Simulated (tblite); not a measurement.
Compound: C7H13N3.
Numbering: `[CH3:1][CH2:2][CH2:3][CH2:4][n:5]1[n:6][cH:7][c:8]([CH3:9])[n:10]1` (hydrogens: H11, H12, H13 on C1; H14, H15 on C2; H16, H17 on C3; H18, H19 on C4; H20 on C7; H21, H22, H23 on C9)

Computed geometry: GFN2-xTB, gas phase.

Problem. List the bond lengths, angles and torsions at this level.

Solution. 
```
                  bond  length (pm)     order
                 C1–C2        152.3    single
                 C2–C3        152.7    single
                 C3–C4        153.0    single
                 C4–N5        143.3    single
                 N5–N6        130.9  aromatic
                 N6–C7        132.5  aromatic
                 C7–C8        140.1  aromatic
                 C8–C9        148.4    single
                C8–N10        133.1  aromatic
                N5–N10        131.1  aromatic
C1–H11, C1–H12, C1–H13        108.7    single
        C2–H14, C2–H15        109.2    single
        C3–H16, C3–H17        109.2    single
        C4–H18, C4–H19        109.2    single
                C7–H20        107.0    single
C9–H21, C9–H22, C9–H23        108.8    single
```

Bonds in one row agree within 1 pm and their mean is given. Orders are formal, as drawn. A selection of angles:
```
     angle  degrees
 C2–C1–H11    110.5
 C2–C1–H12    110.6
H11–C1–H12    108.4
  C1–C2–C3    111.5
 C1–C2–H14    109.4
 C3–C2–H14    109.4
H14–C2–H15    107.5
  C2–C3–C4    112.2
 C2–C3–H16    109.7
 C4–C3–H16    108.5
 C4–C3–H17    108.6
H16–C3–H17    108.2
  C3–C4–N5    111.0
 C3–C4–H18    110.9
 C3–C4–H19    109.9
 N5–C4–H18    106.9
H18–C4–H19    109.9
  C4–N5–N6    122.5
 C4–N5–N10    122.5
 N6–N5–N10    114.9
  N5–N6–C7    104.6
  N6–C7–C8    108.3
 N6–C7–H20    121.7
 C8–C7–H20    130.0
  C7–C8–C9    129.5
 C7–C8–N10    107.1
 C9–C8–N10    123.4
 C8–C9–H21    110.2
H21–C9–H22    107.8
H21–C9–H23    109.4
 N5–N10–C8    105.1
```

Dihedral angles: C1–C2–C3–C4 180° (antiperiplanar); C2–C3–C4–N5 -65° (synclinal); C3–C4–N5–N6 -73° (synclinal). The mirror-image conformer, all signs reversed, is as good.

N10 (pyridine-type nitrogen) is bent (angle 105.1°). The 5 C–C bonds span 1.401 Å (C7–C8, aromatic) to 1.530 Å (C3–C4, drawn single), a spread of 0.129 Å. The C–N distances run from 1.325 Å (N6–C7, aromatic) to 1.433 Å (C4–N5, drawn single), a spread of 0.108 Å. N5 (pyrrole-type nitrogen) is planar (angles 122.5°, 122.5° and 114.9°, sum 360.0°, 0.01 Å off the plane of its three neighbours). The 5-membered ring N5–N6–C7–C8–N10 has internal angles of 104.6° to 114.9°; it is planar, 0.00 Å rms from its mean plane, widest ring torsion 0°. Of the pairs four or more bonds apart, N5···H14 is among the closest relative to their van der Waals radii: 2.67 Å, 97 % of the sum of Bondi's values.

Point group: C1 (no symmetry element, even within 0.4 Å). GFN2-xTB frequencies show an imaginary mode (43i cm⁻¹), so the point is no minimum at that level. 3 starts were optimised and ended at 0.00, 0.24 and 0.54 kcal/mol (GFN2-xTB); the lowest of these is shown.
